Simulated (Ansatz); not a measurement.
One change: `[AlH2][Br]` becomes `[Br][InH2]`.

Ansatz, PBE0-D4/def2-TZVP geometries, multiplicity 1. 

Elements past krypton have def2 core potentials. Scalar relativity is left out up to krypton.

```
                                      property  `[AlH2][Br]`
size of the dipole moment (PBE/def2-TZVPP) / D          1.07
         HOMO energy (ωB97M-V/def2-TZVPP) / eV        -10.46
          HOMO–LUMO gap (PBE0/def2-TZVPP) / eV          6.53
           HOMO energy (B3LYP/def2-TZVPP) / eV         -8.04
       HOMO–LUMO gap (ωB97M-V/def2-TZVPP) / eV         10.35
             HOMO energy (PBE/def2-TZVPP) / eV         -7.03
```

Question: Give the same properties after the change, and the shifts. (Best estimate.)

Answer: The calculation gave: 
```tsv
property	`[Br][InH2]`	shift
size of the dipole moment (PBE/def2-TZVPP) / D	2.51	1.44
HOMO energy (ωB97M-V/def2-TZVPP) / eV	-10.02	0.44
HOMO–LUMO gap (PBE0/def2-TZVPP) / eV	5.80	-0.73
HOMO energy (B3LYP/def2-TZVPP) / eV	-7.59	0.45
HOMO–LUMO gap (ωB97M-V/def2-TZVPP) / eV	9.50	-0.85
HOMO energy (PBE/def2-TZVPP) / eV	-6.61	0.42
```

With PBE0 the HOMO rises by 0.45 eV and the LUMO falls by 0.29 eV, so the gap narrows by about 0.74 eV. PBE moves the HOMO by 0.42 eV and ωB97M-V by 0.44 eV. Dipoles are sizes alone; their direction can turn.

B3LYP here is the variant with VWN-RPA as its local correlation; programs differ in this.

Spin–orbit coupling is left out; it splits and shifts lone-pair levels of the heavy atoms by tenths of an eV.
